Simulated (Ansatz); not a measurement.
CH9BSi3, SMILES `[SiH3]C1B[SiH2][SiH2]1`, relaxed with RKS PBE0-D4/def2-TZVP in Ansatz 0.2.0 from a PBE-D4/def2-SVP geometry. The force threshold is 0.005 eV/Å; the program also tests the step.

Total charge 0; spin multiplicity 1.

Start:

```xyz
14

Si   -1.518   -1.063   -0.846
C     0.203   -0.311   -1.028
B     1.303   -0.549    0.051
Si    0.956    0.131    1.857
Si    0.260    1.409   -0.104
H    -1.974   -0.936    0.583
H    -1.500   -2.524   -1.215
H    -2.519   -0.362   -1.726
H     0.555   -0.308   -2.078
H     2.483   -0.446   -0.256
H    -0.311    0.004    2.656
H     2.101    0.607    2.700
H    -1.139    1.885    0.165
H     1.099    2.463   -0.759
```

```csv
step,energy (eV),largest force (eV/Å),largest move (Å)
1,-25481.0755,0.436,0.000
2,-25481.1212,0.128,0.035
3,-25481.1260,0.049,0.018
4,-25481.1264,0.023,0.008
5,-25481.1264,0.040,0.016
6,-25481.1270,0.029,0.011
7,-25481.1272,0.017,0.018
8,-25481.1273,0.013,0.014
9,-25481.1274,0.013,0.011
10,-25481.1274,0.005,0.006
```

End:

```xyz
14

Si   -1.486   -1.034   -0.817
C     0.217   -0.297   -1.008
B     1.319   -0.564    0.043
Si    0.939    0.155    1.827
Si    0.223    1.402   -0.096
H    -1.937   -0.884    0.592
H    -1.477   -2.482   -1.160
H    -2.465   -0.345   -1.701
H     0.544   -0.292   -2.049
H     2.475   -0.509   -0.283
H    -0.302   -0.079    2.605
H     2.058    0.610    2.684
H    -1.170    1.880    0.099
H     1.063    2.440   -0.736
```

Hardware: 4 threads of an Arm Neoverse V1 on a shared host. Wall time 57 s, peak host memory 0.73 GiB.
